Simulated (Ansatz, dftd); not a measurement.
Species: SiNH2Br, charge 0, singlet. SiNH2Br (SMILES N[Si]Br).
B3LYP-D3(BJ)/def2-TZVP minimum from Ansatz (an electronic-structure program):
```
N
H 1 1.0104
H 1 1.0105 2 112.79
Si 1 1.7058 2 120.95 3 180.00
Br 4 2.3043 1 98.31 2 -180.00
```

Property: atomisation energy (electronic, to ground-state atoms), in kJ/mol. Radicals and triplets start from unrestricted determinants; spin-orbit coupling is neglected. Cores are frozen in correlated methods (noble-gas shells, and filled d and f shells in the p block). No relativity. CBS(X,Y): correlation extrapolated as X^-3, Hartree-Fock from the larger set. A bracket is a step between two methods taken in the basis named. Double hybrids freeze cores in their MP2 part. Where a partner has so few electrons that a lower coupled-cluster level is exact, that level stands in. Spin-orbit terms, left out, reach several kcal/mol for Br and I, and more for heavier atoms.

| level | program | atomisation energy (kJ/mol) |
|---|---|---|
| HF/def2-SVP | Ansatz | 1039.1 |
| PBE-D4/def2-TZVPD | Ansatz + dftd4 | 1634.6 |
| r2SCAN/def2-TZVPD | Ansatz | 1584.1 |
| B3LYP-D3(BJ)/def2-TZVPD | Ansatz + dftd3 | 1601.2 |
| PBE0-D3(BJ)/def2-TZVPD | Ansatz + dftd3 | 1588.8 |
| PBE0-D4/def2-TZVPD | Ansatz + dftd4 | 1588.2 |
| CAM-B3LYP-D3(BJ)/def2-TZVPD | Ansatz + dftd3 | 1594.4 |
| wB97M-V/def2-TZVPD | Ansatz | (withheld) |
| B2PLYP-D3(BJ)/def2-TZVPD | Ansatz + dftd3 | 1579.2 |
| CCSD/def2-TZVPP | Ansatz | 1496.8 |
| CCSD/CBS(def2-TZVPP,def2-QZVPP) | Ansatz | 1556.1 |
| CCSDT(Q)/def2-SVP | Ansatz | (withheld) |
| CCSD(T)/CBS(def2-TZVPP,def2-QZVPP) + [CCSDT(Q) - CCSD(T)]/def2-SVP | Ansatz | (withheld) |
| CCSD(T)/CBS(def2-TZVPP,def2-QZVPP) + [CCSDT(Q) - CCSD(T)]/def2-TZVPP | Ansatz | (withheld) |

**Question.** Complete the blanks.

**Answer.** 
- wB97M-V/def2-TZVPD, atomisation energy (kJ/mol): 1607.0
- CCSDT(Q)/def2-SVP, atomisation energy (kJ/mol): 1440.8
- CCSD(T)/CBS(def2-TZVPP,def2-QZVPP) + [CCSDT(Q) - CCSD(T)]/def2-SVP, atomisation energy (kJ/mol): 1597.3
- CCSD(T)/CBS(def2-TZVPP,def2-QZVPP) + [CCSDT(Q) - CCSD(T)]/def2-TZVPP, atomisation energy (kJ/mol): 1595.4
